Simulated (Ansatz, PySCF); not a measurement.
Reaction 4 R1 + R2 → 4 P1 + P2, each structure at its B3LYP-D3(BJ)/def2-TZVP stationary point, reached from a drawn start (curvature not checked).
P1: H2 (SMILES [H][H]), charge 0, multiplicity 1.
R1: HCl (SMILES Cl), charge 0, multiplicity 1.
R2, SiH4 (SMILES [SiH4]) (charge 0, multiplicity 1):
```xyz
5

Si     0.0000     0.0000     0.0000
H      0.8547     0.8547     0.8547
H     -0.8547    -0.8547     0.8547
H     -0.8547     0.8547    -0.8547
H      0.8547    -0.8547    -0.8547
```
P2, SiCl4 (SMILES Cl[Si](Cl)(Cl)Cl) (charge 0, multiplicity 1, Z-matrix in Å and degrees):
```
Si
Cl 1 2.0325
Cl 1 2.0325 2 109.47
Cl 1 2.0325 2 109.47 3 -120.00
Cl 1 2.0325 2 109.47 3 120.00
```

P less R. No zero-point or thermal terms.

Correlated levels freeze the cores. CBS(a, b) extrapolates the correlation energy as X⁻³ and adds the Hartree–Fock energy of set b.

Codes used: Ansatz (Gaussian basis) for Hartree–Fock, density functionals and correlated methods; PySCF for M06-2X and the D3/D4 terms. Each number belongs to the level named beside it.

```tsv
level	reaction energy (kcal/mol)
BLYP-D4/def2-TZVPP	-72.67
B3LYP-D3(BJ)/def2-TZVPP	-69.92
BHLYP/def2-TZVPP	-61.31
BHLYP-D3(BJ)/def2-TZVPP	-68.30
M06-2X/def2-TZVPP	-76.19
MP2/cc-pV(T+d)Z	-75.55
CCSD/cc-pV(T+d)Z	-61.45
CCSD(T)/cc-pV(D+d)Z	-49.79
CCSD(T)/CBS(cc-pV(T+d)Z, cc-pV(Q+d)Z)	?
```

Q: Complete the blanks.

A: 
- CCSD(T)/CBS(cc-pV(T+d)Z, cc-pV(Q+d)Z), reaction energy (kcal/mol): -72.46

Ansatz is a program for electronic structure.
